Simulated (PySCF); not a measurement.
# Two-component Hartree-Fock for Nb²⁺ (niobium, charge +2)

Start: [Kr] 4d2 5s1; 4d5/2 filled at m_j = +3/2, +5/2; 5s1/2 filled at m_j = +1/2. Calculated with PySCF 2.14 in x2c-TZVPall-2c: generalised Hartree-Fock with the X2C-1e Hamiltonian and a Gaussian nucleus; one run each with spin-orbit coupling (SO) switched off, then screened by Boettger's factors. This is a chosen level, not necessarily the ground level.

| spinor shell | electrons | ε, spin-free (eV) | ε, screened SO (eV) | weight of nominal j (screened SO) | rms radius, screened SO (bohr) |
| --- | --- | --- | --- | --- | --- |
| 1s1/2 | 2 | -19109.8 | -19108.8 | 1.000 | 0.0415 |
| 2s1/2 | 2 | -2766.2 | -2766.0 | 1.000 | 0.171 |
| 2p1/2 | 2 | -2466.0 | -2532.1 | 1.000 | 0.149 |
| 2p3/2 | 4 | -2466.0 | -2435.0 | 1.000 | 0.154 |
| 3s1/2 | 2 | -512.17 | -512.15 | 1.000 | 0.471 |
| 3p1/2 | 2 | -411.24 | -422.41 | 1.000 | 0.471 |
| 3p3/2 | 4 | -411.24 | -406.03 | 1.000 | 0.481 |
| 3d3/2 | 4 | -246.20 | -247.90 | 0.985 | 0.472 |
| 3d5/2 | 6 | -246.20 | -245.08 | 0.990 | 0.474 |
| 4s1/2 | 2 | -94.439 | -94.459 | 1.000 | 1.23 |
| 4p3/2 | 4 | -64.498 | -63.781 | 0.910 | 1.38 |
| 4p1/2 | 2 | -64.498 | -66.106 | 0.819 | 1.36 |
| 4d5/2 | 2 | -28.621 | -28.566 | 0.885 | 1.91 |
| 5s1/2 | 1 | -21.215 | -21.224 | 1.000 | 3.28 |

```json
{"quantity": "E (hartree)", "spin-free": "-3816.20824", "screened SO": "-3816.61104"}
{"quantity": "M_J", "spin-free": "9/2", "screened SO": "9/2"}
{"quantity": "⟨J²⟩", "spin-free": "24.757", "screened SO": "24.758"}
{"quantity": "⟨L²⟩", "spin-free": "12.006", "screened SO": "12.024"}
{"quantity": "⟨S²⟩", "spin-free": "3.751", "screened SO": "3.756"}
```

Each row is a mean over spinors that exchange with the open shell spreads, by up to 6.166 eV (4p3/2).

Rows whose weight is well below 1 are mixtures of j = l ± 1/2: exchange outweighs spin-orbit coupling there, and the label is only the starting occupation.

Breit and QED terms are absent; they matter most for the inner s and p1/2 levels.

Densities and radii are taken from the X2C orbitals without a picture-change correction, which distorts them close to the nucleus.

Without spin-orbit coupling the j labels of p, d and f shells carry no meaning; the spin-free column gives the mean over the occupied spinors of each nl shell.
